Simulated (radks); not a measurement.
Results of a calculation; reference values are marked as such.
How relativity changes the ionisation of the promethium ion Pm3+ ([Xe] 4f4) to Pm4+ ([Xe] 4f3). Spin-unpolarised spherical Kohn-Sham, BLYP, point nucleus unless stated (finite: rms radius 4.962 fm), a radial shooting solver on a logarithmic mesh with Libxc functionals. A level marked "c x" has the speed of light scaled by that factor and shares open shells by 2j + 1; other Dirac levels either fill j = l - 1/2 first or share by 2j + 1.

| level | E(Pm3+) (hartree) | E(Pm4+) (hartree) | IE (eV) | HOMO | <r> HOMO (bohr) |
|---|---|---|---|---|---|
| non-rel. | -9656.8376 | -9655.1853 | 44.961 | 4f | 0.8956 |
| scalar-rel. | -10019.8816 | -10018.3782 | 40.910 | 4f | 0.9381 |
| scalar-rel., finite nucleus | -10019.2903 | -10017.7869 | 40.911 | 4f | 0.9381 |
| Dirac, 2j+1 shares | -10026.4484 | -10024.9480 | 40.828 | 4f7/2 | 0.9430 |
| Dirac, low j first | -10026.4928 | -10024.9848 | 41.036 | 4f5/2 | 0.9348 |
| Dirac, 2j+1 shares, finite nucleus | -10025.8540 | -10024.3535 | 40.829 | 4f7/2 | 0.9430 |
| Dirac, c x 0.75 | -10377.2318 | -10375.8478 | 37.659 | 4f7/2 | 0.9895 |
| Dirac, c x 1.25 | -9884.5427 | -9882.9878 | 42.310 | 4f7/2 | 0.9246 |
| Dirac, c x 10 | -9660.1838 | -9658.5330 | 44.919 | 4f7/2 | 0.8960 |

NIST Atomic Spectra Database: 41.2 eV (semi-empirical). The relativistic part of the total energy of Pm3+ is -369 hartree (Dirac, 2j+1 shares, finite nucleus), 3.8 % of the non-relativistic value. Spin polarisation and multiplet splitting of open shells are left out at every level.

Beside tabulated values, note that relativity, absent from the non-relativistic runs, is large for the heavy elements, and spin-unpolarised runs miss the spin-polarisation part of the exchange energy of open shells. No tabulated value is given for the 4+ ions of Nd, Pm and Eu to Yb, where it belongs to another shell than the one emptied here.
